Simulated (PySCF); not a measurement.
# A ladder of Hamiltonians for Si(12+) (silicon, charge +12)

Occupied: 1s1/2. Hartree-Fock calculated with PySCF 2.14 in an uncontracted even-tempered set (16 s from 0.62 bohr⁻², ratio 2.7; 10 p from 0.74 bohr⁻², ratio 2.7), Gaussian nucleus throughout. NR is non-relativistic, sf-X2C the spin-free one-electron X2C Hamiltonian, X2C adds the bare one-electron spin-orbit term, X2C-SNSO screens it by Boettger's factors, DC is four-component Dirac-Coulomb, and the Gaunt and Breit terms are added at first order (total energies over the DC spinors, levels after relaxing the spinors in that mean field). QED terms are absent. Levels marked empty are virtual spinors of this ion.

```tsv
Hamiltonian	E (hartree)	E − E(DC) (hartree)	CPU seconds
NR	-187.3598	0.4812	0.19
sf-X2C	-187.8240	0.0170	0.08
X2C	-187.8240	0.0170	0.08
X2C-SNSO	-187.8240	0.0170	0.08
DC	-187.8411	0.0000	1.2
DC+Gaunt	-187.8068	0.0342	2.2
DC+Breit	-187.8068	0.0342	18
```

| level (eV) | NR | sf-X2C | X2C | X2C-SNSO | DC | DC+Gaunt | DC+Breit |
| --- | --- | --- | --- | --- | --- | --- | --- |
| 1s1/2 | -2433.1 | -2438.8 | -2438.8 | -2438.8 | -2439.2 | -2438.3 | -2438.3 |
| 2s1/2 (empty) | -521.79 | -523.31 | -523.31 | -523.31 | -523.35 | -523.26 | -523.27 |
| 2p1/2 (empty) | -498.11 | -498.67 | -499.49 | -499.43 | -499.40 | -499.24 | -499.26 |
| 2p3/2 (empty) | -498.11 | -498.67 | -498.26 | -498.29 | -498.32 | -498.23 | -498.26 |
| 3s1/2 (empty) | -226.02 | -226.53 | -226.53 | -226.53 | -226.54 | -226.52 | -226.52 |

| interval (eV) | X2C | X2C-SNSO | DC | DC+Gaunt | DC+Breit |
| --- | --- | --- | --- | --- | --- |
| 2p3/2 − 2p1/2 | 1.229 | 1.141 | 1.082 | 1.006 | 1.006 |

Weight of the small component: 1s1/2 0.00250, 2s1/2 0.000519, 2p1/2 0.000507, 2p3/2 0.000506, 3s1/2 0.000223.

Koopmans' value for the highest occupied level at DC+Breit: 2438.3 eV, against an ionisation energy of 2437.7 eV (theoretical estimate listed by NIST; NIST Atomic Spectra Database, ionization energies); the former lacks relaxation, correlation, QED and recoil.

The whole ladder took 22 s of wall time on 1 thread of Neoverse-V1 (shared host), launched as `OMP_NUM_THREADS=1 python relrun2.py TASK.json OUT` (a driver that calls PySCF for each Hamiltonian).
